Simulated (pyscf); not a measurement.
# HO–CH₂–O–SiH₃, singlet

Gas-phase minimum from PySCF at ωB97X-D3(BJ)/def2-SVP, one conformer. 

```xyz
10

O      0.8592     1.2818    -1.1589
C      0.5350    -0.0138    -1.5665
O     -0.8050    -0.3264    -1.3120
Si    -1.5011     0.0286     0.1743
H      0.3795     1.9025    -1.7226
H      0.7015    -0.1632    -2.6490
H      1.2070    -0.6836    -1.0004
H     -0.5685    -0.3340     1.2812
H     -2.7348    -0.7965     0.2474
H     -1.8759     1.4662     0.2917
```

Bond lengths (Å): O1–C2 1.396, O1–H5 0.966, C2–O3 1.399, C2–H6 1.105, C2–H7 1.105, O3–Si4 1.679, Si4–H8 1.492, Si4–H9 1.486, Si4–H10 1.490. Angles (°): C2–O1–H5 108.1, O1–C2–O3 112.1, O1–C2–H6 112.1, O1–C2–H7 105.8, O3–C2–H6 107.0, O3–C2–H7 110.7, H6–C2–H7 109.2, C2–O3–Si4 120.7, O3–Si4–H8 110.2, O3–Si4–H9 105.7, O3–Si4–H10 112.2, H8–Si4–H9 110.3, H8–Si4–H10 109.5, H9–Si4–H10 108.8.

Properties at ωB97X-D3(BJ)/def2-SVP:

```yaml
harmonic_wavenumbers_unscaled: 99, 179, 198, 429, 576, 730, 756, 781, 960, 979, 996, 1060, 1139, 1183, 1273, 1387, 1454, 1525, 2256, 2263, 2290, 3054, 3115, 3863 cm⁻¹
zero_point_energy: 46.5 kcal/mol
rotational_symmetry_number: 1
Entropy of this conformer at 298 K and 1 atm, rigid rotor and harmonic oscillator, modes under 100 cm⁻¹ raised to 100: 312.6 J/(mol K)
dipole_moment: 0.95 D
```

Single-point totals, which compare only within one level (frozen core for MP2 and CC):

| level | total energy (hartree) |
|---|---|
| ωB97X-D3(BJ)/def2-TZVP | -481.84256 |
| PBE/def2-TZVP | -481.39564 |
| r²SCAN/def2-TZVP | -481.63971 |
| B3LYP-D3(BJ)/def2-TZVP | -481.80605 |
| PBE0-D3(BJ)/def2-TZVP | -481.43745 |
| M06-2X/def2-TZVP | -481.66728 |
| ωB97M-D3(BJ)/def2-TZVP | -481.85016 |
| HF/def2-TZVPP | -480.14168 |
| MP2/def2-TZVPP | -480.91914 |
| CCSD/def2-TZVPP | -480.95322 |
| CCSD(T)/def2-TZVPP | -480.98189 |

Soft torsions are taken as harmonic, which can shift the entropy by several J/(mol K). The CCSD(T) − MP2 part came from Ansatz, without density fitting, on the same reference.
